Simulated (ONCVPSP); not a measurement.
**Before and after: ONCV potential for iodine (I)**

* Element: iodine
* Generator: ONCVPSP 4.0.1
* Type: optimised norm-conserving Vanderbilt (ONCV)
* Functional: PBE
* Relativity: scalar-relativistic
* Frozen core: [Kr]
* Valence charge: 17
* Reference configuration: 4d10 5s2 5p5
* Partial waves: 5s: rc 1.40 bohr, ncon 3, nbas 7, qcut 4 1/bohr, 2 projectors, debl 0.8 Ha; 5p: rc 2.20 bohr, ncon 4, nbas 9, qcut 4 1/bohr, 1 projector; 4d: rc 1.45 bohr, ncon 5, nbas 9, qcut 8.5 1/bohr, 3 projectors, debl 3.5 Ha
* Local potential: polynomial inside 1.10 bohr (lpopt 5, dvloc0 6 Ha)
* Core correction: Teter function, fcfact 3.75, rcfact 1

All-electron outer shells of the reference configuration (PBE, scalar-relativistic, ld1.x):

| shell | level (eV) | outermost node (bohr) | outermost maximum (bohr) |
| --- | --- | --- | --- |
| 4s | -180.60 | 0.37 | 0.68 |
| 4p | -127.57 | 0.37 | 0.72 |
| 4d | -50.28 | 0.35 | 0.78 |
| 5s | -17.41 | 0.88 | 1.70 |
| 5p | -7.09 | 0.96 | 2.02 |

Change: d: rc 1.4.

Cutoffs: the cutoffs (Ha) at which the residual kinetic energy of the hardest occupied pseudo-wave falls to 1 and 0.1 mHa per electron; they do not see the model core or the augmentation charge, which bear on the density cutoff. Errors are all-electron minus pseudo energies relative to the spin-unpolarised reference configuration.

Q: What does the change do?

A: The potential gets harder (67 Ha and 133 Ha → 81 Ha and 145 Ha); both files keep a bound ghost (s); the errors of the 4 common tests hardly move. A smaller radius makes the pseudo-wave follow the all-electron one further in, where it bends more sharply, so more plane waves are needed.

| quantity | base | changed |
| --- | --- | --- |
| cutoff, loose | 67 Ha | 81 Ha |
| cutoff, tight | 133 Ha | 145 Ha |
| loose cutoff by channel | s 67 Ha, p 6.8 Ha, d 57 Ha | s 67 Ha, p 6.8 Ha, d 81 Ha |
| bound ghosts | s | s |
| GHOST(+) flags under 300 eV | p at 9.3 eV | p at 9.3 eV |
| error for 4d10 5s2 5p4, meV [ΔE 11.13 eV] | +8.9 | +8.9 |
| error for 4d10 5s2 5p3, meV [ΔE 30.98 eV] | +50 | +50 |
| error for 4d10 5s2 5p2, meV [ΔE 60.31 eV] | +127 | +127 |
| error for 4d10 5s2 5p4.5, meV [ΔE 4.53 eV] | +1.3 | +1.3 |
| s: phases at 1.42 bohr within 0.05 rad from the reference energy up to (Ha; the scan ends near 5) | to the end of the scan | to the end of the scan |
| p: phases at 2.24 bohr within 0.05 rad from the reference energy up to (Ha; the scan ends near 5) | 0.2 | 0.2 |
| rms error of d²Exc/dni dnj with the model core, mHa | 4.10 | 4.13 |

 A true bound ghost makes a file unfit for plane-wave use even where its test errors are small: the radial tests pick states by their node count and pass the ghost by.
